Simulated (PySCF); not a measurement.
Job for PySCF: D3(BJ) and D4 dispersion corrections on CH5FGe (SMILES [CH3][GeH2][F]), a point of a torsion scan.

```python
from pyscf import gto
from pyscf.dispersion import dftd3, dftd4

mol = gto.M(
    atom='''
    C     1.06908601    0.08066269   -0.06840914
    Ge   -0.89518748   -0.05111922   -0.03243719
    F    -1.27143021   -0.70498226    1.54979757
    H     1.48855124   -0.52015556   -0.87076519
    H     1.46070388   -0.28291873    0.87822293
    H     1.39134899    1.10940150   -0.20433565
    H    -1.67136606    1.23759933   -0.01514045
    H    -1.53323379   -1.07115689   -0.93585774
    ''',
    basis='def2-svp',
    charge=0, spin=0, verbose=0, max_memory=1800)
d3, d4 = {}, {}
for xc in ['hf', 'pbe', 'blyp', 'revpbe', 'tpss', 'r2scan', 'b3lyp', 'pbe0', 'bhlyp', 'camb3lyp', 'b2plyp']:
    d3[xc] = float(dftd3.DFTD3Dispersion(mol, xc=xc, version='d3bj', atm=False).get_dispersion()['energy'])
    print(f'D3(BJ) {xc:10s} {d3[xc]:14.8f} Eh')
for xc in ['hf', 'pbe', 'blyp', 'revpbe', 'tpss', 'r2scan', 'b3lyp', 'pbe0', 'bhlyp', 'camb3lyp', 'b2plyp']:
    d4[xc] = float(dftd4.DFTD4Dispersion(mol, xc={'camb3lyp': 'cam-b3lyp'}.get(xc, xc), atm=True).get_dispersion()['energy'])
    print(f'D4     {xc:10s} {d4[xc]:14.8f} Eh')
```

The log:

```
D3(BJ) hf            -0.03725824 Eh
D3(BJ) pbe           -0.00421161 Eh
D3(BJ) blyp          -0.00919597 Eh
D3(BJ) revpbe        -0.01065028 Eh
D3(BJ) tpss          -0.00531959 Eh
D3(BJ) r2scan        -0.00112237 Eh
D3(BJ) b3lyp         -0.00755409 Eh
D3(BJ) pbe0          -0.00364735 Eh
D3(BJ) bhlyp         -0.00610764 Eh
D3(BJ) camb3lyp      -0.00332547 Eh
D3(BJ) b2plyp        -0.00357872 Eh
D4     hf            -0.01487968 Eh
D4     pbe           -0.00402193 Eh
D4     blyp          -0.00898609 Eh
D4     revpbe        -0.01275060 Eh
D4     tpss          -0.00542684 Eh
D4     r2scan        -0.00094386 Eh
D4     b3lyp         -0.00650940 Eh
D4     pbe0          -0.00335291 Eh
D4     bhlyp         -0.00490500 Eh
D4     camb3lyp      -0.00337380 Eh
D4     b2plyp        -0.00277746 Eh
```

The run finished.

Cost: about 0.020 core-seconds (a rough figure).
